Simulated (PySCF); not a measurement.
Which basis set comes closest?

Molecule: `S(C#N)c1cccs1`, C5H3NS2.

Cartesian coordinates in Å; atom numbers follow the order of the lines, from 1:
```xyz
11

N     3.6407    0.3067    0.2497
C     2.8251   -0.4350    0.6180
S     1.6866   -1.5354    1.1940
C     0.2042   -0.7425    0.6426
C     0.0225    0.4935    0.0764
C    -1.3495    0.7442   -0.2070
C    -2.1684   -0.2918    0.1489
S    -1.2839   -1.6006    0.8283
H     0.8390    1.1870   -0.1274
H    -1.7137    1.6676   -0.6589
H    -3.2505   -0.3672    0.0526
```

Geometry PBE0-D3(BJ)/def2-SVP throughout; GIAO in PySCF 2.14, gas phase, one conformer, non-relativistic; equivalent atoms averaged; functional PBE0.

Reference values (estimated from measurements, as parent shift plus tabulated substituent increments; solution, not stated per compound (mostly CDCl3 or CCl4); Pretsch, Buehlmann, Badertscher, Structure Determination of Organic Compounds, 4th ed. (2009)): δ(H9) = 7.26 ppm, δ(H10) = 6.91 ppm, δ(H11) = 7.48 ppm. Computed shifts are taken against TMS, calculated as an isolated molecule at each level.

Q: How do the basis sets STO-3G, pcSseg-0, 6-31G, 6-31G*, cc-pVDZ, def2-SVP, pcSseg-1, aug-cc-pVDZ, 6-311+G(2d,p), def2-TZVP, cc-pVTZ, IGLO-III perform against the reference? Times are CPU seconds on shared hosts with different chips, so compare them loosely.

A: 
| basis set | functions | H9 | H10 | H11 | mean abs. error H | core-s |
| --- | --- | --- | --- | --- | --- | --- |
| STO-3G | 51 | 6.31 | 6.26 | 6.60 | 0.83 | 6.3 |
| pcSseg-0 | 86 | 7.04 | 6.90 | 7.03 | 0.23 | 5.9 |
| 6-31G | 86 | 7.40 | 7.14 | 7.31 | 0.18 | 12 |
| 6-31G* | 126 | 7.13 | 6.91 | 6.97 | 0.21 | 18 |
| cc-pVDZ | 135 | 7.14 | 6.94 | 7.13 | 0.17 | 12 |
| def2-SVP | 135 | 7.09 | 6.86 | 6.93 | 0.26 | 11 |
| pcSseg-1 | 165 | 7.35 | 7.17 | 7.24 | 0.20 | 14 |
| aug-cc-pVDZ | 219 | 7.42 | 7.20 | 7.46 | 0.16 | 25 |
| 6-311+G(2d,p) | 250 | 7.44 | 7.20 | 7.45 | 0.17 | 44 |
| def2-TZVP | 278 | 7.45 | 7.21 | 7.41 | 0.19 | 38 |
| cc-pVTZ | 290 | 7.37 | 7.14 | 7.39 | 0.14 | 40 |
| IGLO-III | 328 | 7.39 | 7.15 | 7.42 | 0.14 | 45 |

For 1H the closest is cc-pVTZ (0.14 ppm, with IGLO-III, aug-cc-pVDZ, cc-pVDZ, 6-311+G(2d,p) practically level) and the furthest STO-3G (0.83 ppm). Where a smaller basis beats a larger one, errors probably cancel. One molecule is a small sample, and vibrational and solvent effects are absent from the calculation.

A small basis that lands close on one nucleus may do so by chance; judge by the trend and by all nuclei.
